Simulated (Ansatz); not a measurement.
Gas-phase electronic energies from Ansatz, PBE0-D4/def2-TZVP geometries. CCSD(T)/CBS adds triple-zeta CCSD(T) − MP2 to the extrapolated MP2 energy (def2 sets, frozen cores). Functionals use def2-TZVPP. For Ge outer-core shells are correlated without core-valence functions, which leaves a few kJ/mol of doubt a bond. Scalar relativity is left out up to krypton. Each species was taken in one conformer, which may not be the lowest.

Consider the ligand exchange at the Si–C bond: `F[SiH2]C[SiH2]Cl` + `[OH][GeH3]` → `F[SiH2][O][GeH3]` + `C[SiH2]Cl`.

```
           species  LC-ωPBE energy (Eh)
`F[SiH2]C[SiH2]Cl`          -1180.58402
      `[OH][GeH3]`          -2154.36467
`F[SiH2][O][GeH3]`          -2544.32622
       `C[SiH2]Cl`           -790.66737
```

Task: Work out ΔE.

Result: ΔE = (-2544.32622) + (-790.66737) − (-1180.58402) − (-2154.36467) = -0.04490 Eh = -117.9 kJ/mol. CCSD(T)/CBS gives -122.4 kJ/mol.

Largest T1 diagnostic among the species: 0.012.

From PBE to PBE0 (25 % exact exchange), in def2-TZVPP and without D4, ΔE moves by −4.8 kJ/mol. Leaving LDA and LC-ωPBE aside and taking each functional with its dispersion term where it has one, the values, not all of them listed here, spread over 25.0 kJ/mol, from BHLYP-D4 to revPBE-D4.
